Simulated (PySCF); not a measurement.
Exercise with solution: entropy of an ideal gas

BH₃N, SMILES B[NH] (connectivity only; charge and spin as stated), charge -1, multiplicity 1.

Geometry: PBE-D3(BJ)/def2-TZVPD. The spin state was assumed, not searched. The isomer is the one that the SMILES or the coordinates give; other isomers of the formula were not compared.

PBE-D3(BJ)/def2-TZVPD run with PySCF gives the harmonic wavenumbers 789, 876, 895, 1060, 1121, 1367, 2154, 2247, 3298 cm⁻¹ and the rotational temperatures 7.9613, 1.4460, 1.2238 K. The molar mass is 27.84 g/mol, the symmetry number 1, the spin multiplicity 1.

Problem. Work out the entropy at 298.15 K and 1 atm in the rigid-rotor, harmonic-oscillator model.

Solution. 
Translation (Sackur–Tetrode at 1 atm): S = R[1.5 ln M + 2.5 ln T − 1.16487] = 150.2 J/(mol K).
Rotation: q = (√π/σ) T^1.5/√(θA θB θC) = 2430, S = R[ln q + 3/2] = 77.3 J/(mol K).
Vibration: with u = 1.4388 ν/T, each mode gives R[u/(e^u − 1) − ln(1 − e^−u)]:
| ν (cm⁻¹) | modes | u | S (J/(mol K)) |
|---|---|---|---|
| 789 | 1 | 3.81 | 0.91 |
| 876 | 1 | 4.23 | 0.64 |
| 895 | 1 | 4.32 | 0.60 |
| 1060 | 1 | 5.12 | 0.31 |
| 1121 | 1 | 5.41 | 0.24 |
| 1367 | 1 | 6.60 | 0.09 |
The stiffer modes add less than 0.005 each. Sum 2.8 J/(mol K).
Spin: R ln 1 = 0.0 J/(mol K).
Total 230.3 J/(mol K); the program's own thermochemistry gives 230.3. Translation makes up 65 % and vibration 1 %. Anharmonicity, hindered rotation and orbital degeneracy are left out.
